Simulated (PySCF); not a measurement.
# From a computed spectrum to the compound

A species of 5 atoms with charge 1 has these harmonic modes (B3LYP, small Gaussian bases with core potentials, PySCF 2.14.0):

```csv
cm⁻¹,km/mol,symmetry
462,26.3,a1
571,0.9,e
571,0.9,e
1181,0.7,a1
1383,21.9,e
1383,21.9,e
3004,12.6,a1
3112,0.8,e
3112,0.8,e
```

Problem. Which species is it, and in which structure?

Solution. [Pb(CH3)]+ (singlet):
```xyz
5

Pb    0.0000    0.0000   -0.1574
C     0.0000    0.0000    2.1026
H    -1.0384    0.0000    2.4787
H     0.5192   -0.8993    2.4787
H     0.5192    0.8993    2.4787
```
Ideal gas at 298.15 K and 1 bar: S = 264.6 J/(mol K), Cp = 49.8 J/(mol K), H − H(0 K) = 11.6 kJ/mol (rigid rotor, harmonic modes, spin degeneracy alone). 
 The answer isn't unique; the calculation gave this one.
